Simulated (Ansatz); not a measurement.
```xyz
8

C    -0.0006    0.0004   -0.7594
C     0.0013   -0.0004    0.7594
H    -0.0028   -1.0240   -1.1653
H    -0.8846    0.5136   -1.1638
H     0.8883    0.5104   -1.1655
H    -0.0030    1.0239    1.1641
H    -0.8856   -0.5141    1.1652
H     0.8869   -0.5098    1.1652
```

Basis set: cc-pVDZ (spherical functions). Frozen core: 2 orbitals. Charge 0, multiplicity 1.

Computed with Ansatz (development build ahead of 0.2.0); each method stands on the lowest determinant of its kind that the runs found. Restricted open shells among the atoms or ions are ROHF, correlated in semicanonical orbitals with singles.

The atomization energy at this shape (free ground-state atoms in the same class of orbitals less the molecule, no zero-point energy) of singlet C2H6:

```
method  atomization energy
   RHF       2295.0 kJ/mol
```

Problem. What does RHF-MP2 give?

Solution. 2798.3 kJ/mol.
